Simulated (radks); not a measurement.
Spin polarisation of the 2p1 shell in B. Start: [He] 2s2 2p(up 0.5, down 0.5); electrons of 2p are moved from spin down to spin up, other shells keep equal spins. Calculated with a radial shooting solver on a logarithmic mesh with Libxc functionals: scalar-relativistic Kohn-Sham, SCAN, spin-polarised, spherical densities, finite nucleus; meta-GGA in the generalised Kohn-Sham scheme; Fermi nuclear charge, rms radius of each element as measured or else 0.836 A^(1/3) + 0.57 fm.

moment (Bohr magnetons),E - E(0) (eV),e(2p up) (eV),e(2p down) (eV),2s down minus up (eV)
0,0.000,-3.449,-3.449,0.000
0.25,-0.024,-3.622,-3.255,0.425
0.5,-0.096,-3.775,-3.043,0.854
0.75,-0.208,-3.908,-2.815,1.290

At moment 0.75 the spin-polarisation energy is -0.208 eV and the 2p exchange splitting 1.093 eV, that is 1.457 eV per Bohr magneton; E = -I m^2/4 would give I = 1.482 eV.
